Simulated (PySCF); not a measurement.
C5H8Si.
Numbering: `[CH:1]#[C:2][CH:3]1[CH2:4][SiH2:5][CH2:6]1` (hydrogens: H7 on C1; H8 on C3; H9, H10 on C4; H11, H12 on Si5; H13, H14 on C6)

The same species was optimised twice, with GFN2-xTB and with PBE0-D3(BJ)/def2-SVP (PySCF), and the same property calculations (PySCF, gas phase) were run on both structures.

```csv
coordinate,GFN2-xTB,PBE0-D3(BJ)/def2-SVP,change
C1≡C2 (Å),1.198,1.212,+0.014
C4–Si5 (Å),1.911,1.897,-0.014
C2–C3 (Å),1.442,1.455,+0.013
Si5–C6 (Å),1.910,1.897,-0.013
C3–C4 (Å),1.551,1.561,+0.010
C3–C6 (Å),1.551,1.561,+0.010
C3–C6–Si5 (°),91.0,87.0,-4.0
C3–C4–Si5 (°),91.0,87.0,-4.0
C2–C3–C6 (°),113.5,116.1,+2.6
C2–C3–C4 (°),113.5,116.2,+2.7
C4–Si5–C6 (°),76.7,78.2,+1.5
C1–C2–C3 (°),177.4,178.6,+1.2
C4–C3–C6 (°),99.6,100.1,+0.5
```

Rotational constants: A = 7646, B = 1743, C = 1590 MHz (GFN2-xTB) against A = 8390, B = 1684, C = 1508 MHz (PBE0-D3(BJ)/def2-SVP). Point groups within 0.08 Å: Cs and Cs.

On the GFN2-xTB structure: lowest singlet, TDDFT (eV) 6.19 [PBE0/def2-SVPD]; isotropic polarisability (au) 82.3 [PBE0/def2-SVPD]; HOMO (eV) -7.53 [PBE0/def2-SVPD]; LUMO (eV) -0.01 [PBE0/def2-SVPD]; dipole (D) 0.65 [PBE0/def2-SVPD]; HOMO (eV) -7.51 [PBE0/pcSseg-1]; LUMO (eV) 0.09 [PBE0/pcSseg-1]; dipole (D) 0.70 [PBE0/pcSseg-1]; GIAO shielding of C1 (ppm) 109.7 [PBE0/pcSseg-1]; GIAO shielding of C2 (ppm) 91.0 [PBE0/pcSseg-1]; GIAO shielding of C3 (ppm) 162.6 [PBE0/pcSseg-1]; GIAO shielding of C4/C6 (mean) (ppm) 167.0 [PBE0/pcSseg-1]; GIAO shielding of Si5 (ppm) 391.1 [PBE0/pcSseg-1].

Task: What do these properties become on the PBE0-D3(BJ)/def2-SVP structure?

Result: 
```
                                    property           level  on GFN2-xTB  on PBE0-D3(BJ)/def2-SVP  change
                  lowest singlet, TDDFT (eV)  PBE0/def2-SVPD         6.19                     6.17   -0.02
               isotropic polarisability (au)  PBE0/def2-SVPD         82.3                     84.6    +2.3
                                   HOMO (eV)  PBE0/def2-SVPD        -7.53                    -7.55   -0.02
                                   LUMO (eV)  PBE0/def2-SVPD        -0.01                     0.05   +0.06
                                  dipole (D)  PBE0/def2-SVPD         0.65                     0.42   -0.23
energy, GFN2-xTB geometry as zero (kcal/mol)  PBE0/def2-SVPD          0.0                     -3.1    -3.1
                                   HOMO (eV)   PBE0/pcSseg-1        -7.51                    -7.54   -0.03
                                   LUMO (eV)   PBE0/pcSseg-1         0.09                     0.15   +0.06
                                  dipole (D)   PBE0/pcSseg-1         0.70                     0.48   -0.22
energy, GFN2-xTB geometry as zero (kcal/mol)   PBE0/pcSseg-1          0.0                     -2.5    -2.5
                  GIAO shielding of C1 (ppm)   PBE0/pcSseg-1        109.7                    109.1    -0.6
                  GIAO shielding of C2 (ppm)   PBE0/pcSseg-1         91.0                     91.8    +0.8
                  GIAO shielding of C3 (ppm)   PBE0/pcSseg-1        162.6                    157.3    -5.3
        GIAO shielding of C4/C6 (mean) (ppm)   PBE0/pcSseg-1        167.0                    164.3    -2.7
                 GIAO shielding of Si5 (ppm)   PBE0/pcSseg-1        391.1                    386.5    -4.6
```

The heavy atoms differ by 0.164 Å rms after alignment. Among bonds between heavy atoms C1≡C2, C2–C3, C4–Si5 and Si5–C6 change most and about equally (-0.014 to +0.014 Å). Changes are differences of the printed values. Neither structure is proved a minimum here.
